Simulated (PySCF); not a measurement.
Species: C7H9 (doublet state).
Geometry (GFN2-xTB, Å), atoms numbered from 1 in this order:
```
atom  x, y, z in Å
C1     2.2656    0.2417   -0.3161
C2     1.0322    0.2011   -0.7869
C3    -0.1668    0.0105    0.0670
C4    -1.6271    0.0703   -0.4098
C5    -1.5998   -0.2348    1.0937
C6    -0.5435    0.8563    1.3030
C7    -0.4929   -1.2706    0.8707
H8     2.4771    0.1427    0.7355
H9     3.1137    0.3756   -0.9654
H10    0.8344    0.3006   -1.8465
H11   -1.9615   -0.7228   -1.0717
H12   -2.0067    1.0412   -0.7133
H13    0.0983    0.7702    2.1737
H14   -0.8416    1.8835    1.1166
H15    0.1543   -1.5006    1.7110
H16   -0.7433   -2.1559    0.2944
```

The hyperfine couplings belong to this conformer and change with its torsions.

The species is `C=CC12C[C](C1)C2` [radical].

Computed with UKS B3LYP, pcH-1 on C H, non-relativistic, mean-field spin-orbit, GIAO in PySCF. Isolated species at its GFN2-xTB geometry (one conformer only). GFN2-xTB frequencies show an imaginary mode (65i cm⁻¹), so this geometry is no minimum at that level. The geometry wasn't refined by DFT: couplings that depend on bond lengths, twists or pyramidal angles can differ widely from those at the functional's own minimum. No stability test was run, so a lower SCF solution isn't excluded.

Principal values of hyperfine tensors in MHz (contact and dipolar terms together), for some of the nuclei:

| atom | isotope | A1 | A2 | A3 |
| --- | --- | --- | --- | --- |
| C5 | 13C | 269.25 | 269.35 | 463.96 |
| C2 | 13C | 91.16 | 94.10 | 112.55 |
| C3 | 13C | 77.23 | 77.28 | 86.55 |
| C6 | 13C | 0.98 | 4.00 | 26.35 |
| C4 | 13C | 0.53 | 3.49 | 26.32 |
| H9 | 1H | 5.35 | 6.07 | 7.84 |
| C1 | 13C | -6.25 | -2.65 | -0.76 |
| H14 | 1H | -8.97 | -6.45 | 6.76 |

(1) Give the isotropic coupling of each nucleus in MHz and in mT (g = 2.0026), and the anisotropic part.

(2) What spin density at the nucleus of C2 lies behind its contact coupling (g_N = 1.40482)?

(3) C7 (13C, g_N = 1.40482) isn't in the table. Its spin density at the nucleus is 0.008894 bohr⁻³. What is its contact coupling?

(4) Name the largest traceless tensor T of the table and describe it.

(5) What first-order splitting does C2 cause when the field lies along A1, A2 or A3 of its tensor (g taken as isotropic, no quadrupole term)?

## Answers

(1) a_iso is a third of the trace, T = A − a_iso, and a(mT) = a(MHz)/(g × 13.996).

| atom | a_iso (MHz) | a_iso (mT) | T1 | T2 | T3 |
| --- | --- | --- | --- | --- | --- |
| C5 | 334.19 | 11.923 | -64.94 | -64.84 | 129.77 |
| C2 | 99.27 | 3.542 | -8.11 | -5.17 | 13.28 |
| C3 | 80.35 | 2.867 | -3.12 | -3.08 | 6.20 |
| C6 | 10.44 | 0.373 | -9.46 | -6.45 | 15.91 |
| C4 | 10.11 | 0.361 | -9.59 | -6.62 | 16.21 |
| H9 | 6.42 | 0.229 | -1.07 | -0.35 | 1.42 |
| C1 | -3.22 | -0.115 | -3.03 | 0.57 | 2.46 |
| H14 | -2.89 | -0.103 | -6.09 | -3.56 | 9.65 |

(2) a_FC = 800.24 MHz bohr³ × g_N × ρ(0)/(2S). With a_FC = 99.27 MHz and 2S = 1, ρ(0) = 0.0883 bohr⁻³.

(3) By the same relation, a_FC = 10.00 MHz. Its full tensor has the principal values 0.40, 3.44, 26.15 MHz.

(4) C5: -64.9, -64.8, 129.8 MHz, axial, in the ratio −1:−1:+2, the form that spin in one p orbital centred on that nucleus gives.

(5) 2 lines (I = 1/2), spaced by |A_i|/(g × 13.996): 3.25, 3.36, 4.02 mT along the axes of A1, A2 and A3.
